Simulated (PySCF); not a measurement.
**How methods differ on the ionisation energy of In²⁺**

In²⁺ [Kr] 4d10 5s1 (2S) → In³⁺ [Kr] 4d10 (1S), as a difference of total energies. Computed with PySCF 2.14 in aug-cc-pV5Z-PP with ECP28MDF (8s8p6d4f3g2h, 139 functions), with scalar relativity through the core potential. The calculations carry no spin-orbit coupling.

```
 method  ionisation energy (eV)  error (eV)
    UHF                  26.620      -1.424
    LDA                  29.092      +1.048
    PBE                  28.673      +0.629
   PBE0                  28.286      +0.242
 r2SCAN                  28.380      +0.336
   BP86                  28.760      +0.716
 revPBE                  28.502      +0.458
r2SCANh                  28.287      +0.243
```

Reference: 28.044 eV (measured; NIST Atomic Spectra Database, ionization energies).
